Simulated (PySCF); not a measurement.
# Ga⁺ (gallium, charge +1) across methods

[Ar] 3d10 4s1 4d1, high-spin 3D determinant (an excited configuration). Computed with PySCF 2.14 in x2c-TZVPPall with one added diffuse shell each of s, p, d type (7s6p5d1f, 57 functions), with scalar relativity by spin-free X2C-1e.

```
 method  E (hartree)  mean ε 3d β (eV)  mean ε 4s α (eV)  mean ε 4d α (eV)  Σ⟨r²⟩ (bohr²)   ⟨S²⟩
  B97-3    -1942.921           -36.577           -21.396            -5.466          44.51  2.000
    LDA    -1939.933           -33.194           -20.956            -4.986          43.26  2.001
  wB97X    -1943.134           -38.662           -23.749            -6.408          44.64  2.000
   PBE0    -1942.844           -36.249           -21.549            -5.446          43.92  2.000
    UHF  -1941.50359           -45.603           -23.887            -6.150          46.46  2.000
r2SCAN0    -1943.029           -36.623           -21.739            -5.358          43.88  2.001
    PBE    -1942.826           -32.811           -20.584            -5.103          43.33  2.000
   PW91    -1943.272           -32.903           -20.695            -5.114          43.11  2.001
```

(1) Estimate the same row for r2SCAN.

The outer electron is Rydberg-like, and this basis confines it to a smaller radius and binds it less than a complete one would.

Results:

(1) E (hartree) = -1943.065; mean ε 3d β (eV) = -33.289; mean ε 4s α (eV) = -20.778; mean ε 4d α (eV) = -5.031; Σ⟨r²⟩ (bohr²) = 43.34; ⟨S²⟩ = 2.001.
